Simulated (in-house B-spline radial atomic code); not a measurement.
## Response and correlation of In+

Closed shell [Kr] 4d10 5s2. Computed with an all-electron radial atomic-structure program (B-spline basis): Dirac-Hartree-Fock, relativistic RPA (time-dependent Dirac-Hartree-Fock) for the response and second-order many-body perturbation theory for correlation, no-pair Dirac-Coulomb Hamiltonian, finite nucleus, speed of light scaled by 100 (non-relativistic limit).

Command:
```bash
python run_mb.py task.json out
```
Settings (nuclear radius in fm, box in bohr, cutoff in hartree):
```
basis_form          2
Z                   49
core_configuration  [Kr] 4d10 5s2
rms_radius          4.6156
mass_number         115
speed_of_light      13703.59991
box_radius          25.846
lmax                7
intervals           65
virtual_cutoff      60025.0
```

Cost of the run: 12 s on 1 thread of Arm Neoverse V1, on a shared host.

| multipole (bohr³, bohr⁵, bohr⁷) | uncoupled | coupled RPA |
| --- | --- | --- |
| dipole | 29.056 | ? |
| quadrupole | 133.07 | 188.18 |
| octupole | 1605.4 | 2158.9 |

**Question.** What is the coupled dipole polarisability?

**Answer.** 34.586 atomic units, +19 % against the uncoupled value.

**Question.** Which subshells carry the dipole polarisability?

**Answer.** 5s1/2 100.9 %, 4d5/2 -0.4 %, 4d3/2 -0.3 %.

**Question.** What does the dipole shielding factor come to?

**Answer.** The dipole shielding factor is 0.980, against the exact N/Z = 48/49 = 0.980 of the non-relativistic theorem.

Dipole polarisability at imaginary frequency:

```
u (Eh)  α(iu) (bohr³)
     0          34.59
0.0566          32.85
 0.141          26.23
 0.283          16.02
 0.424          10.57
 0.566          7.695
 0.849          4.956
  1.13           3.66
  1.41          2.888
  1.98          1.971
  2.83          1.261
  4.24          0.712
  5.66         0.4563
  8.49         0.2374
  14.1         0.1039
  28.3        0.03363
```

**Question.** What dispersion coefficients follow for two such ions (the dispersion part alone)?

**Answer.** C6 = (3/π)∫α(iu)²du = 252.9 hartree·bohr⁶ and C8 = 8449 hartree·bohr⁸.

Lowest J = 1 odd-parity excitations:

```
energy (eV)  oscillator strength  leading channel  weight
     2.8704             8.95e-11     5s1/2 → p1/2   0.667
     6.2923                 1.64     5s1/2 → p3/2   0.654
     11.225             1.58e-11     5s1/2 → p1/2   0.667
      11.52             5.14e-05     5s1/2 → p3/2   0.665
     13.494             5.98e-11     5s1/2 → p1/2   0.667
       13.6              0.00214     5s1/2 → p3/2   0.666
     14.829             3.62e-11     5s1/2 → p1/2   0.666
     14.919              0.00441     5s1/2 → p3/2   0.666
```

For an outer ns² shell RPA puts the lowest triplet far too low, and second order misses the ns²-np² near-degeneracy.

Second-order correlation energy by the highest angular momentum of the excited pair (hartree): s -0.02285, p -0.2456, d -0.706, f -1.101, g -0.3516, h -0.1546, i -0.07066, k -0.03621.

**Question.** What is the second-order correlation energy at the partial-wave limit?

**Answer.** The listed waves sum to -2.6884 hartree; extrapolating the increments as (l + 1/2)⁻⁴ gives -2.7624 hartree, -1.57 eV per electron.
